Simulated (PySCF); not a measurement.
## A single-point calculation

Eu(NH2)2 (singlet in the valence; each metal's 4f electrons, 7 of them, lie in its core potential, out of spins and levels). PySCF 2.14.0, RKS PBE0, Eu lcecp-0-TZVP with ECP53, N def2-TZVP, H def2-TZVP; non-relativistic Hamiltonian with scalar-relativistic core potentials where named; density fitting; no spin-orbit coupling. Purpose: basis and core treatment f-in-core-II/TZVP.

```python
mol = gto.M(atom='''
Eu    -0.00000    -0.88915    -0.13080
N      1.93460    -0.02570     0.76610
H      2.91982    -0.21808     0.57393
H      1.95885     0.68586     1.50018
N     -1.93460    -0.02570     0.76610
H     -1.95885     0.68586     1.50018
H     -2.91982    -0.21808     0.57393''',
    basis={'Eu': 'lcecp-0-TZVP', 'N': 'def2-TZVP', 'H': 'def2-TZVP'},
    ecp={'Eu': 'lcecp-0-TZVP'},
    charge=0, spin=0)
mf = dft.RKS(mol, xc='PBE0')
mf.grids.atom_grid = (75, 302)  # f atoms: unpruned, at least (60, 302)
mf = mf.density_fit()  # fitting sets: Eu AutoAux, N def2-universal-JKFIT, H def2-universal-JKFIT
mf.conv_tol = 1e-08; mf.max_cycle = 55
mf.kernel(dm0)  # dm0: free metal ions and neutral atoms
mf.nuc_grad_method().kernel()
```

Run from Python with OMP_NUM_THREADS=2; the lines above give its settings. Where DIIS fails, smearing, a level shift and second-order steps follow.
It took 6.9 s on 2 threads of Intel(R) Xeon(R) 6975P-C (Granite Rapids) (shared host).

**Question.** What does the SCF print?

**Answer.** 
```
init E= -147.359133910549
cycle= 1 E= -138.140909343983  delta_E= 9.22  |g|= 3.08  |ddm|= 3.64
cycle= 2 E= -136.699940046086  delta_E= 1.44  |g|= 4.73  |ddm|= 4.71
cycle= 3 E= -140.923258899457  delta_E= -4.22  |g|= 0.982  |ddm|= 2.28
cycle= 4 E= -141.213523823967  delta_E= -0.29  |g|= 0.131  |ddm|= 0.922
...
cycle= 9 E= -141.218260907949  delta_E= -1.28e-07  |g|= 0.000177  |ddm|= 0.000581
cycle= 10 E= -141.218260917758  delta_E= -9.81e-09  |g|= 5.67e-06  |ddm|= 0.000199
Extra cycle  E= -141.218260917773  delta_E= -1.44e-11  |g|= 5.14e-06  |ddm|= 1.48e-05
converged SCF energy = -141.218260917773
```

The 4f levels lie in the core potential and are missing.

**Question.** What are the Mulliken charges and spins?

**Answer.** 
```
atom  charge (e)  spin (e)
 Eu1       1.162     0.000
  N2      -0.998     0.000
  H3       0.202     0.000
  H4       0.216     0.000
  N5      -0.998     0.000
  H6       0.216     0.000
  H7       0.202     0.000
```
The spin of the 4f electrons in the core isn't counted.

**Question.** What forces act on the atoms (eV/Å)?

**Answer.** 
```
Eu   0.00  0.03  0.03
N    0.31  0.14  0.15
H   -0.28  0.04  0.04
H   -0.03 -0.19 -0.20
N   -0.31  0.14  0.15
H    0.03 -0.19 -0.20
H    0.28  0.04  0.04
```
Forces carry noise of the integration grid, about 0.01 to 0.03 eV/Å.

The geometry was relaxed with PBE0 (Eu lcecp-0-SVP with ECP53, N def2-SVP, H def2-SVP).

An lcecp potential fixes the number of 4f electrons, so in runs with it no electron can move into or out of that shell.
